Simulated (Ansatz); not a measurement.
Geometry optimisation, UKS PBE0/def2-SVP in Ansatz.

Input file:

```yaml
crystal:
  periodic: [false, false, false]
  atoms:
    - { symbol: Al, position_ang: [-0.62253, 1.64744, -1.7192] }
    - { symbol: O, position_ang: [0.21966, 0.48536, -0.88299] }
    - { symbol: B, position_ang: [0.8636, -0.45373, -0.16893] }
    - { symbol: Si, position_ang: [0.07829, -1.15003, 1.50344] }
    - { symbol: H, position_ang: [-0.1392, 2.08941, -3.10713] }
    - { symbol: H, position_ang: [-1.87352, 2.24284, -1.05997] }
    - { symbol: H, position_ang: [1.05005, 0.24048, -1.36317] }
    - { symbol: H, position_ang: [0.29857, -2.58817, 1.71732] }
    - { symbol: H, position_ang: [0.63901, -0.50284, 2.70083] }
    - { symbol: H, position_ang: [-1.37626, -0.95646, 1.60042] }
magnetization:
  spin_polarized: true
basis:
  gaussian: { orbitals: def2-SVP }
hamiltonian:
  xc: pbe0
relax:
  f_tol: 0.02
  max_steps: 50
output:
  orbitals: {}
```

Command:

```bash
$ ansatz run input.yaml --threads 2 --pin off --max-ram 3072MiB --backend cpu --events-out ev --progress --plain --runs-dir out
```

Problem. Where does it end, and by what steps?

Solution. The run converged. After 19 steps the energy has fallen by 5.918 eV; H7 moved furthest, 1.60 Å. Parted: O2–H7 (0.99 → 2.20 Å).

```csv
step,energy less start (eV),largest force component (eV/Å),accepted
0,0.0000,3.781,yes
1,-0.7112,1.919,yes
2,-1.0717,1.534,yes
3,-1.5197,2.683,yes
4,-2.4658,4.182,yes
5,-3.7246,4.544,yes
6,-5.1181,2.160,yes
7,-5.4896,2.107,yes
8,-5.6145,1.249,yes
9,-5.7913,0.487,yes
10,-5.8421,0.154,yes
11,-5.8737,0.116,yes
12,-5.8934,0.212,yes
13,-5.8780,0.441,no
14,-5.9029,0.154,yes
15,-5.9106,0.085,yes
16,-5.9112,0.233,yes
17,-5.9157,0.228,yes
18,-5.9176,0.027,yes
19,-5.9177,0.002,yes
```

```xyz
10
Properties=species:S:1:pos:R:3
Al -0.918 1.722 -1.837
O 0.111 0.785 -0.841
B 0.879 0.041 -0.041
Si 0.065 -1.203 1.361
H -1.360 1.073 -3.206
H -1.323 3.146 -1.292
H 2.092 0.115 -0.156
H 0.503 -2.621 1.139
H 0.522 -0.822 2.739
H -1.436 -1.182 1.355
```

The run took 32 s on 2 threads of AMD EPYC 9R45 96-Core Processor (Zen 5), on a shared host, peak memory 0.3 GiB.
